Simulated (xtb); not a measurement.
CHO2, doublet, at a GFN2-xTB geometry; GFN2-xTB (xtb).

Here is a job for xtb.
```
$ xtb mol.xyz --gfn 2 --uhf 1 --hess --json

# file mol.xyz
4

O      0.96524299    -0.68266293    -0.07297714
C      0.27215273     0.25895493     0.16812286
O     -0.97929832     0.51321904    -0.00094281
H     -1.52047372    -0.19817851    -0.41737758
```

Question: Predict the main parts of the log of this xtb run.

Answer: 
```
   ID    Z sym.   atoms
    1    8 O      1, 3
    2    6 C      2
    3    1 H      4

           -------------------------------------------------
          |                Calculation Setup                |
           -------------------------------------------------

           -------------------------------------------------
          |                 G F N 2 - x T B                 |
           -------------------------------------------------

          ...................................................
          :                      SETUP                      :
          :.................................................:
          :  # basis functions                  13          :
          :  # atomic orbitals                  13          :
          :  # shells                            7          :
          :  # electrons                        17          :
          :  max. iterations                   250          :
          :  Hamiltonian                  GFN2-xTB          :
          :  restarted?                      false          :
          :  GBSA solvation                  false          :
          :  PC potential                    false          :
          :  electronic temp.          300.0000000     K    :
          :  accuracy                    1.0000000          :
          :  -> integral cutoff          0.2500000E+02      :
          :  -> integral neglect         0.1000000E-07      :
          :  -> SCF convergence          0.1000000E-05 Eh   :
          :  -> wf. convergence          0.1000000E-03 e    :
          :  Broyden damping             0.4000000          :
          :  net charge                          0          :
          :  unpaired electrons                  1          :
          ...................................................

 iter      E             dE          RMSdq      gap      omega  full diag
   1    -10.7615227 -0.107615E+02  0.551E+00    2.69       0.0  T
   2    -10.7673087 -0.578597E-02  0.301E+00    2.59       1.0  T
   3    -10.7662647  0.104395E-02  0.136E+00    2.61       1.0  T
   4    -10.7685478 -0.228310E-02  0.226E-01    2.57       1.0  T
   5    -10.7686126 -0.648169E-04  0.825E-02    2.57       1.0  T
   6    -10.7686219 -0.922959E-05  0.214E-02    2.57       2.3  T
   7    -10.7686219 -0.737825E-07  0.832E-03    2.57       6.0  T
   8    -10.7686222 -0.243865E-06  0.142E-03    2.57      35.2  T
   9    -10.7686222  0.102198E-07  0.175E-03    2.57      28.5  T
  10    -10.7686222 -0.112153E-07  0.890E-05    2.57     561.7  T
  11    -10.7686222 -0.414602E-11  0.600E-05    2.57     834.0  T

   *** convergence criteria satisfied after 11 iterations ***

         :::::::::::::::::::::::::::::::::::::::::::::::::::::
         ::                     SUMMARY                     ::
         :::::::::::::::::::::::::::::::::::::::::::::::::::::
         :: total energy             -10.694643418455 Eh    ::
         :: gradient norm              0.000014738285 Eh/a0 ::
         :: HOMO-LUMO gap              2.565577569535 eV    ::
         ::.................................................::
         :: SCC energy               -10.768622182241 Eh    ::
         :: -> isotropic ES            0.030984344560 Eh    ::
         :: -> anisotropic ES          0.002857543165 Eh    ::
         :: -> anisotropic XC         -0.001397318130 Eh    ::
         :: -> dispersion             -0.000897287741 Eh    ::
         :: repulsion energy           0.073978763786 Eh    ::
         :: add. restraining           0.000000000000 Eh    ::
         :: total charge              -0.000000000000 e     ::
         :::::::::::::::::::::::::::::::::::::::::::::::::::::

           -------------------------------------------------
          |                Numerical Hessian                |
           -------------------------------------------------
step length          :   0.00500
SCC accuracy         :   0.30000
Hessian scale factor :   1.00000
frozen atoms in %    :   0.00000    0
RMS gradient         :   0.00001
estimated CPU  time      0.00 min

writing file <hessian>.

 projected vibrational frequencies (cm⁻¹)
eigval :       -0.00    -0.00    -0.00     0.00     0.00     0.00
eigval :      527.20   650.35  1095.57  1252.20  1882.43  3058.58
           -------------------------------------------------
          |                Property Printout                |
           -------------------------------------------------

    * Orbital Energies and Occupations

         #    Occupation            Energy/Eh            Energy/eV
      -------------------------------------------------------------
         1        2.0000           -0.7679997             -20.8983
         2        2.0000           -0.7431600             -20.2224
         3        2.0000           -0.6763728             -18.4050
         4        2.0000           -0.6117159             -16.6456
         5        2.0000           -0.5992972             -16.3077
         6        2.0000           -0.5841196             -15.8947
         7        2.0000           -0.5111620             -13.9094
Molecule has the following symmetry elements: (sigma)
It seems to be the Cs point group
         8        2.0000           -0.5071260             -13.7996
         9        1.0000           -0.3340553              -9.0901 (HOMO)
        10                         -0.2397721              -6.5245 (LUMO)
        11                          0.0584075               1.5893
        12                          0.2704414               7.3591
        13                          0.6856950              18.6587
      -------------------------------------------------------------
                  HL-Gap            0.0942832 Eh            2.5656 eV
             Fermi-level           -0.3537522 Eh           -9.6261 eV

     #   Z          covCN         q      C6AA      α(0)
     1   8 O        0.856    -0.297    19.733     5.956
     2   6 C        1.711     0.276    25.033     8.100
     3   8 O        1.657    -0.303    19.061     5.894
     4   1 H        0.802     0.324     0.654     1.270

 Mol. C6AA /au·bohr⁶  :        211.990484
 Mol. C8AA /au·bohr⁸  :       4760.680279
 Mol. α(0) /au        :         21.219693

Wiberg/Mayer (AO) data.
largest (>0.10) Wiberg bond orders for each atom

 ---------------------------------------------------------------------------
     #   Z sym  total        # sym  WBO       # sym  WBO       # sym  WBO
 ---------------------------------------------------------------------------
     1   8 O    2.224 --     2 C    2.029     3 O    0.175
     2   6 C    3.362 --     1 O    2.029     3 O    1.290
     3   8 O    2.294 --     2 C    1.290     4 H    0.829     1 O    0.175
     4   1 H    0.891 --     3 O    0.829
 ---------------------------------------------------------------------------

Topologies differ in total number of bonds
Writing topology from bond orders to xtbtopo.mol

molecular dipole:
                 x           y           z       tot (Debye)
 q only:       -0.770       0.104      -0.126
   full:       -0.974      -0.062      -0.240       2.556
molecular quadrupole (traceless):
                xx          xy          yy          xz          yz          zz
 q only:        0.943       2.492      -1.140       1.279       0.129       0.197
  q+dip:        0.534       3.579      -1.302       1.525       0.076       0.768
   full:        0.333       3.881      -1.557       1.478      -0.209       1.224

           -------------------------------------------------
          |               Frequency Printout                |
           -------------------------------------------------
 projected vibrational frequencies (cm⁻¹)
eigval :       -0.00    -0.00    -0.00     0.00     0.00     0.00
eigval :      527.20   650.35  1095.57  1252.20  1882.43  3058.58
 reduced masses (amu)
   1: 14.93   2: 14.49   3: 15.64   4: 14.04   5: 13.84   6: 10.12   7: 11.38   8:  6.16
   9:  9.48  10:  9.70  11: 13.49  12:  1.80
 IR intensities (km·mol⁻¹)
   1:  1.44   2:  2.93   3:  0.70   4:  1.95   5:  6.24   6: 26.42   7: 47.70   8:220.29
   9:172.05  10: 20.19  11:465.29  12: 25.43
 Raman intensities (Ä⁴*amu⁻¹)
   1:  0.00   2:  0.00   3:  0.00   4:  0.00   5:  0.00   6:  0.00   7:  0.00   8:  0.00
   9:  0.00  10:  0.00  11:  0.00  12:  0.00
 output can be read by thermo (or use thermo option).
 writing <g98.out> molden fake output.
 recommended (thermochemical) frequency scaling factor: 1.0
           -------------------------------------------------
          |             Thermodynamic Functions             |
           -------------------------------------------------

cs  symmetry found (for desy threshold:  0.10E+00) used in thermo

          ...................................................
          :                      SETUP                      :
          :.................................................:
          :  # frequencies                           6      :
          :  # imaginary freq.                       0      :
          :  linear?                             false      :
          :  only rotor calc.                    false      :
          :  symmetry                               cs      :
          :  rotational number                       1      :
          :  scaling factor                  1.0000000      :
          :  rotor cutoff                   50.0000000 cm⁻¹ :
          :  imag. cutoff                  -20.0000000 cm⁻¹ :
          :.................................................:

    mode    ω/cm⁻¹     T·S(HO)/kcal·mol⁻¹    T·S(FR)/kcal·mol⁻¹   T·S(vib)
   ------------------------------------------------------------------------
   ------------------------------------------------------------------------

   temp. (K)  partition function   enthalpy   heat capacity  entropy
                                   cal/mol     cal/K/mol   cal/K/mol   J/K/mol
 298.15  VIB   1.14                  237.817      2.593      1.063
         ROT  0.615E+04              888.752      2.981     20.320
         INT  0.704E+04             1126.569      5.574     21.383
         TR   0.292E+27             1481.254      4.968     37.322
         TOT                        2607.8230    10.5418    58.7051   245.6223

       T/K    H(0)-H(T)+PV         H(T)/Eh          T*S/Eh         G(T)/Eh
   ------------------------------------------------------------------------
    298.15    0.415583E-02    0.234436E-01    0.278927E-01   -0.444914E-02
   ------------------------------------------------------------------------

         :::::::::::::::::::::::::::::::::::::::::::::::::::::
         ::                  THERMODYNAMIC                  ::
         :::::::::::::::::::::::::::::::::::::::::::::::::::::
         :: total free energy         -10.699092562657 Eh   ::
         ::.................................................::
         :: total energy              -10.694643418468 Eh   ::
         :: zero point energy           0.019287729462 Eh   ::
         :: G(RRHO) w/o ZPVE           -0.023736873651 Eh   ::
         :: G(RRHO) contrib.           -0.004449144189 Eh   ::
         :::::::::::::::::::::::::::::::::::::::::::::::::::::

           -------------------------------------------------
          | TOTAL ENERGY              -10.694643418468 Eh   |
          | TOTAL ENTHALPY            -10.671199858479 Eh   |
          | TOTAL FREE ENERGY         -10.699092562657 Eh   |
          | GRADIENT NORM               0.000013823475 Eh/α |
          | HOMO-LUMO GAP               2.565575870816 eV   |
           -------------------------------------------------

normal termination of xtb
```
